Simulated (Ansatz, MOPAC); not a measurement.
The molecule BBr, closed-shell singlet (the spin of the measured ground state). No spin–orbit coupling. Br is treated without relativity.

Seven points along R, fitted to fifth degree in 1/R; most abundant isotopes. Runs in def2 and cc sets follow the lowest solution found near the PBE0 minimum. The singlet is held restricted. HF and MP2 rows in def2 and cc sets belong to the determinant that coupled cluster picked by its CCSD energy.

Correlated levels freeze the inner cores; with def2 sets outer-core shells near the valence are correlated too. CBS(a, b) extrapolates the correlation energy as X⁻³ and adds the Hartree–Fock energy of set b. The state that AM1 reach isn't checked.

Codes used: Ansatz (an electronic-structure program); MOPAC for AM1 (differences of heats of formation). Each number belongs to the level named beside it.

D_e counts from each atom's lowest state at the same level, without counterpoise or zero-point energy.

```csv
level,r_e (Å),ω_e (cm⁻¹),ω_e x_e (cm⁻¹),D_e (eV),dipole (D)
AM1,1.895,790,4.8,-,-
B3LYP/def2-TZVPP,1.901,667,3.6,4.42,1.47
BHLYP/def2-TZVPP,1.888,691,3.8,4.16,1.42
CAM-B3LYP/def2-TZVPP,1.883,693,3.7,4.36,1.55
"MP2/CBS(def2-TZVPP, def2-QZVPP)",1.869,…,3.8,-,-
SCS-MP2/def2-QZVPP,1.882,701,3.8,-,-
CCSD/def2-QZVPP,1.891,693,3.7,4.33,-
"CCSD(T)/CBS(def2-TZVPP, def2-QZVPP)",…,…,3.7,4.60,-
```

Q: Fill in the missing entries.

A: 
- CCSD(T)/CBS(def2-TZVPP, def2-QZVPP), r_e (Å): 1.890
- CCSD(T)/CBS(def2-TZVPP, def2-QZVPP), ω_e (cm⁻¹): 688
- MP2/CBS(def2-TZVPP, def2-QZVPP), ω_e (cm⁻¹): 711

Measured for the ground state: ω_e 684.31 cm-1, ω_e x_e 3.52 cm-1, B_e 0.4894 cm-1, α_e 0.0035 cm-1 [NIST CCCBDB]. D_0 4.013 ± 0.005 eV (a handbook's tabulated 298 K bond energy less 3RT/2; such tables hold older values) [Luo, bond dissociation energies, CRC Handbook].

Doubts at one or more of the structures used: a restricted determinant that unrestricted orbitals would lower (MP2/CBS(def2-TZVPP, def2-QZVPP), SCS-MP2/def2-QZVPP, CCSD/def2-QZVPP, CCSD(T)/CBS(def2-TZVPP, def2-QZVPP)).
